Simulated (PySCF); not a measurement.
UHF on Se⁺ (selenium, charge +1)

Configuration: [Ar] 3d10 4s2 4p3, high-spin 4S determinant. Computed with PySCF 2.14 in jorge-DZP-DKH, with the spin-free X2C one-electron Hamiltonian (Gaussian nucleus).

```
Total energy                        : -2427.622540 hartree
One-electron energy                 : -3366.5470 hartree
Hartree (Coulomb) energy            : 1025.6147 hartree
Exchange energy                     : -86.6903 hartree
⟨S²⟩                                : 3.7502
⟨L²⟩                                : 0.000
Sum of ⟨r⟩                          : 22.40 bohr
Sum of ⟨r²⟩                         : 31.60 bohr²
Langevin diamagnetic susceptibility : -25.0 ×10⁻⁶ cm³/mol
Time after the integrals            : 0.09 s of wall time on 1 thread of Intel(R) Xeon(R) 6975P-C (shared host)
```

| shell | electrons | mean orbital energy (eV) | rms radius, mean of both spins (bohr) |
| --- | --- | --- | --- |
| 1s α | 1 | -12747.4 | 0.0508 |
| 1s β | 1 | -12747.0 | 0.0508 |
| 2s α | 1 | -1706.3 | 0.212 |
| 2s β | 1 | -1706.1 | 0.212 |
| 2p α | 3 | -1497.6 | 0.189 |
| 2p β | 3 | -1497.2 | 0.189 |
| 3s α | 1 | -261.33 | 0.613 |
| 3s β | 1 | -260.68 | 0.613 |
| 3p α | 3 | -193.65 | 0.636 |
| 3p β | 3 | -192.78 | 0.636 |
| 3d α | 5 | -80.997 | 0.692 |
| 3d β | 5 | -80.543 | 0.692 |
| 4s α | 1 | -36.664 | 1.91 |
| 4s β | 1 | -28.410 | 1.91 |
| 4p α | 3 | -21.413 | 2.31 |

Densities and radii are taken from the X2C orbitals without a picture-change correction, which distorts them close to the nucleus.
